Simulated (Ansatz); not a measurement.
Al(H)(vinyl)(OMe) (C3H7AlO), SMILES C=[CH][AlH][O]C.

The structure is a stationary point at ωB97X-D3(BJ)/def2-SVP. The structure was generated by enumeration; whether it is a known compound was not checked. One conformer was computed; it need not be the lowest.

Two levels are set side by side: PBE/def2-SVPD (Ansatz, a quantum-chemistry and plane-wave program) and PBE0/def2-SVPD (Ansatz). Energy differences of separate SCF runs at the same geometry; the states with an electron removed or added have multiplicity 2 and 2. Differences are taken from unrounded values.

```csv
quantity,PBE0,PBE,PBE minus PBE0
vertical ionisation energy (eV),9.77,9.30,-0.47
vertical singlet–triplet gap (eV),3.98,4.10,0.12
```
